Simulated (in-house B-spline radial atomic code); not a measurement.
Successive ionisation energies of palladium; each step leads to the configuration of the next row (after the last: [Ar] 3d9). Dirac energy differences include first-order Breit, QED and recoil terms. NIST's values go from ground level to ground level; the uncertainty of those that are theory runs from under 0.1 % in few-electron ions to several per cent in heavy many-electron ones. Computed with an all-electron radial atomic-structure program (B-spline basis): Dirac-Hartree-Fock, average of the configuration, finite nuclei.

| ion | configuration | ionisation energy (eV) | tabulated value (eV) | tabulated kind | computed minus tabulated (eV) | highest orbital | largest mean radius (bohr) |
| --- | --- | --- | --- | --- | --- | --- | --- |
| Pd | [Kr] 4d10 | 6.5 | 8.336839 | measured | -1.9 | 4d5/2 | 1.5649 |
| Pd+ | [Kr] 4d9 | 18.6 | 19.43 | semi-empirical | -0.8 | 4d5/2 | 1.4487 |
| Pd2+ | [Kr] 4d8 | 32.5 | 32.93 | semi-empirical | -0.4 | 4d5/2 | 1.3676 |
| Pd3+ | [Kr] 4d7 | 47.7 | 46 | tabulated theory | 1.7 | 4d5/2 | 1.3045 |
| Pd4+ | [Kr] 4d6 | 64.0 | 61 | tabulated theory | 3.0 | 4d5/2 | 1.2523 |
| Pd5+ | [Kr] 4d5 | 81.4 | 84.1 | tabulated theory | -2.7 | 4d5/2 | 1.2078 |
| Pd6+ | [Kr] 4d4 | 99.7 | 101 | tabulated theory | -1.3 | 4d5/2 | 1.1688 |
| Pd7+ | [Kr] 4d3 | 118.8 | 120 | tabulated theory | -1.2 | 4d5/2 | 1.1339 |
| Pd8+ | [Kr] 4d2 | 138.9 | 141 | tabulated theory | -2.1 | 4d5/2 | 1.1024 |
| Pd9+ | [Kr] 4d1 | 159.7 | 159.9 | tabulated theory | -0.2 | 4d5/2 | 1.0735 |
| Pd10+ | [Ar] 3d10 4s2 4p6 | 239.3 | 238.57 | semi-empirical | 0.7 | 4p3/2 | 0.94605 |
| Pd11+ | [Ar] 3d10 4s2 4p5 | ? | ? | tabulated theory | ? | ? | ? |
| Pd12+ | [Ar] 3d10 4s2 4p4 | 287.6 | 286 | tabulated theory | 1.6 | 4p3/2 | 0.91701 |
| Pd13+ | [Ar] 3d10 4s2 4p3 | ? | ? | tabulated theory | ? | ? | ? |
| Pd14+ | [Ar] 3d10 4s2 4p2 | 338.2 | 342 | tabulated theory | -3.8 | 4p3/2 | 0.89096 |
| Pd15+ | [Ar] 3d10 4s2 4p1 | ? | ? | semi-empirical | ? | ? | ? |
| Pd16+ | [Ar] 3d10 4s2 | 427.0 | 427 | tabulated theory | 0.0 | 4s1/2 | 0.83066 |
| Pd17+ | [Ar] 3d10 4s1 | 456.2 | 457.5 | semi-empirical | -1.3 | 4s1/2 | 0.82047 |
| Pd18+ | [Ar] 3d10 | 812.4 | 810 | tabulated theory | 2.4 | 3d5/2 | 0.37429 |

(1) Fill in the row of Pd11+.

(2) Fill in the row of Pd13+.

(3) Fill in the row of Pd15+.

(4) Where is the largest jump?

Where a p, d or f electron is removed, the computed value is a mean over both j, so it misses the tabulated one by a part of the spin-orbit splitting; averaging over terms and missing correlation add to the gap, relatively most at low charge.

Answers

(1) ionisation energy (eV): 263.2; tabulated value (eV): 260; computed minus tabulated (eV): 3.2; highest orbital: 4p3/2; largest mean radius (bohr): 0.93092.

(2) ionisation energy (eV): 312.6; tabulated value (eV): 311; computed minus tabulated (eV): 1.6; highest orbital: 4p3/2; largest mean radius (bohr): 0.90371.

(3) ionisation energy (eV): 364.2; tabulated value (eV): 369.1; computed minus tabulated (eV): -4.9; highest orbital: 4p3/2; largest mean radius (bohr): 0.87871.

(4) From Pd to Pd+, by a factor of 2.89 (6.4529 to 18.647 eV); the highest orbital goes from 4d5/2 to 4d5/2.
